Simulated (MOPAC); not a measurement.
A run for MOPAC: PM6 on TiO+, 2S+1 = 2, a spin state set in the input, which need not be the lowest, a point of a bond scan (R = 1.648 Å). Charge +1.

```
PM6 1SCF PRECISE CHARGE=1 UHF MS=0.5 THREADS=1
OTi

Ti     0.00000000 1     0.00000000 1     0.00000000 1
O      0.00000000 1     0.00000000 1     1.64841700 1
```

Program output:

```
*******************************************************************************
 **                                                                           **
 **                              MOPAC v23.2.5                                **
 **                                                                           **
 *******************************************************************************
 ** MOPAC's Digital Object Identifier: https://doi.org/10.5281/zenodo.6511958 **
 **                                                                           **
 ** Please cite the open-source release paper for use of this MOPAC version:  **
 ** J. E. Moussa and J. J. P. Stewart (2026)                                  **
 ** MOPAC: An open-source semiempirical molecular orbital program             **
 ** J. Open Source Softw., 11(119), 8025, https://doi.org/10.21105/joss.08025 **
 *******************************************************************************

                              PM6 CALCULATION RESULTS

 *******************************************************************************
 *  PM6        - The PM6 Hamiltonian to be used
 *  UHF        - UNRESTRICTED HARTREE-FOCK CALCULATION
 *
 *
 *
 *                 CHARGE ON SYSTEM = +1
 *
 *
 *
 *  MS=        - IN MECI, MAGNETIC COMPONENT OF SPIN =  0.5
 *  PRECISE    - TIGHTER CRITERIA TO BE USED
 *  1SCF       - DO 1 SCF AND THEN STOP
 *  THREADS=1  - MULTI-THREADING NOT USED
 *  T=         - A TIME OF 172800.0 SECONDS REQUESTED
 *  DUMP=N     - RESTART FILE WRITTEN EVERY 7200.0 SECONDS REQUESTED
 *******************************************************************************
PM6 1SCF PRECISE CHARGE=1 UHF MS=0.5 THREADS=1
 OTi

   ATOM   CHEMICAL          X               Y               Z
  NUMBER   SYMBOL      (ANGSTROMS)     (ANGSTROMS)     (ANGSTROMS)

     1      Ti          0.00000000  *   0.00000000  *   0.00000000  *
     2       O          0.00000000  *   0.00000000  *   1.64841700  *



          CARTESIAN COORDINATES

    NO.       ATOM           X           Y           Z

     1        Ti          0.0000      0.0000      0.0000
     2         O          0.0000      0.0000      1.6484

 General Reference for PM6:
 "Optimization of Parameters for Semiempirical Methods V: Modification of NDDO Approximations
 and Application to 70 Elements", J. J. P. Stewart, J. Mol. Mod., 13, 1173-1213 (2007)
 URL: https://link.springer.com/article/10.1007/s00894-007-0233-4

           Empirical Formula: O Ti  =     2 atoms



      MOLECULAR POINT GROUP   :   C*v


          UHF CALCULATION, NO. OF ALPHA ELECTRONS =    5
                           NO. OF BETA  ELECTRONS =    4

 -------------------------------------------------------------------------------
 PM6 1SCF PRECISE CHARGE=1 UHF MS=0.5 THREADS=1
 OTi



     1SCF WAS SPECIFIED, SO BFGS WAS NOT USED
     SCF FIELD WAS ACHIEVED


                              PM6 CALCULATION
                                                       MOPAC v23.2.5 Linux




          FINAL HEAT OF FORMATION =        189.72092 KCAL/MOL =     793.79233 KJ/MOL


          COSMO AREA              =         91.24 SQUARE ANGSTROMS
          COSMO VOLUME            =         80.83 CUBIC ANGSTROMS

          IONIZATION POTENTIAL    =         13.741060 EV
          ALPHA SOMO LUMO (EV)    =        -13.741 -8.253
          BETA  SOMO LUMO (EV)    =        -16.133 -7.848
          NO. OF ALPHA ELECTRONS  =          5
          NO. OF BETA  ELECTRONS  =          4
          MOLECULAR WEIGHT        =         63.8994         POINT GROUP:  C*v

          MOLECULAR DIMENSIONS (Angstroms)

            Atom       Atom       Distance
            O     2   Ti     1     1.64842
            O     2   Ti     1     0.00000
           Ti     1    O     2     0.00000


          SCF CALCULATIONS        =          1





   ATOM   CHEMICAL          X               Y               Z
  NUMBER   SYMBOL      (ANGSTROMS)     (ANGSTROMS)     (ANGSTROMS)

     1      Ti          0.00000000  *   0.00000000  *   0.00000000  *
     2       O          0.00000000  *   0.00000000  *   1.64841700  *

                             CARTESIAN COORDINATES

   1   Ti        0.000000000     0.000000000     0.000000000
   2    O        0.000000000     0.000000000     1.648417000


           Empirical Formula: O Ti  =     2 atoms



      MOLECULAR POINT GROUP   :   C*v


          ALPHA EIGENVALUES
 -31.95383 -17.79946 -17.79946 -16.29220 -13.74106  -8.25287  -8.25287  -6.42347
  -6.42347  -6.36493  -1.47687  -1.47687   0.76324


           BETA EIGENVALUES
 -32.28162 -17.98629 -17.98629 -16.13325  -7.84751  -7.46139  -7.46139  -5.82536
  -5.82536  -5.74383  -0.27437  -0.27437   1.41926


              NET ATOMIC CHARGES AND DIPOLE CONTRIBUTIONS

  ATOM NO.   TYPE          CHARGE      No. of ELECS.   s-Pop       p-Pop       d-Pop
    1         Ti           1.316819        2.6832     1.05277     0.19737     1.43304
    2          O          -0.316819        6.3168     1.74305     4.57377
 DIPOLE           X         Y         Z       TOTAL
 POINT-CHG.     0.000     0.000    -4.491     4.491
 HYBRID         0.000    -0.000    -2.806     2.806
 SUM            0.000    -0.000    -7.297     7.297


          ATOMIC ORBITAL ELECTRON POPULATIONS

     Atom    s        px        py        pz      x^2-y^2     xz        z^2       yz        xy
    1 Ti   1.05277   0.04613   0.04613   0.10511   0.00000   0.52686   0.37933   0.52686   0.00000
    2  O   1.74305   1.42701   1.42701   1.71975


                    (SZ)    =    0.500000
                    (S**2)  =    0.759490


          ATOMIC ORBITAL SPIN POPULATIONS

    Atom   Total    s     px     py     pz   x^2-y^2  xz     z^2    yz     xy
         Atomic
    1 Ti  1.0930  0.920  0.005  0.005  0.005  0.000  0.056  0.048  0.056  0.000
    2  O -0.0930 -0.004 -0.060 -0.060  0.032

 **********************
 *                    *
 * JOB ENDED NORMALLY *
 *                    *
 **********************




 == MOPAC DONE ==
```

The run finished.

Cost: roughly 0.020 core-seconds.
